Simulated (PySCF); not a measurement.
# Computed properties of Se(Br)(OMe) (CH3BrOSe), SMILES CO[Se]Br

Se(Br)(OMe) (CH3BrOSe), SMILES CO[Se]Br. Coordinates come from a PBE0-D3(BJ)/def2-SVP optimisation. The structure was generated by enumeration, and PubChem lists no compound with its InChIKey, so it may never have been made. The values are those of a single conformer. All values are computed for the isolated molecule unless a solvent is named; none is compared with measurement here.

**Structure.** All 15 harmonic modes at PBE0-D3(BJ)/def2-SVP (PySCF) are real, so it is a minimum. With heavy atoms numbered as in [Se:1]([Br:2])[O:3][CH3:4], the shortest bond between them is O3–C4 at 1.413 Å and the longest Se1–Br2 at 2.339 Å.

**Vibrations.** The strongest infrared lines (harmonic, unscaled, degenerate partners summed) lie at 1089 cm⁻¹ (116 km/mol, O 50 %, C 44 %), 638 cm⁻¹ (51 km/mol, O 69 %, Se 17 %), 3032 cm⁻¹ (40 km/mol, H 97 %). The softest mode is at 93 cm⁻¹ and the zero-point energy is 27.0 kcal/mol.

**Electronic structure.** M06-2X/def2-TZVP (PySCF) places the frontier levels at -7.88 and -1.40 eV, a gap of 6.48 eV, and gives a dipole moment of 1.69 D and a mean polarisability of 62.2 bohr³. PBE/def2-TZVP (PySCF) at the same geometry gives -5.44 and -3.12 eV, so its gap is 4.16 eV narrower. An orbital gap is neither the optical nor the fundamental gap.

**Excitations.** TDA-M06-2X/def2-SVPD (PySCF) has S1 at 2.71 eV (458 nm, f = 0.001, dark); the most intense of the 10 singlets computed lies at 5.99 eV (f = 0.07). T1 (TDA) is at 2.07 eV, 0.64 eV under S1. TDA-PBE/def2-SVPD (PySCF) puts S1 at 2.58 eV.

**NMR.** GIAO shifts at PBE0/pcSseg-1 (PySCF) (non-relativistic, atoms alike by connectivity averaged): ¹³C at 67.8 ppm against TMS; ¹H at 4.1 ppm against TMS. Without spin–orbit terms, shifts of atoms bonded to Cl or Br come out too high.
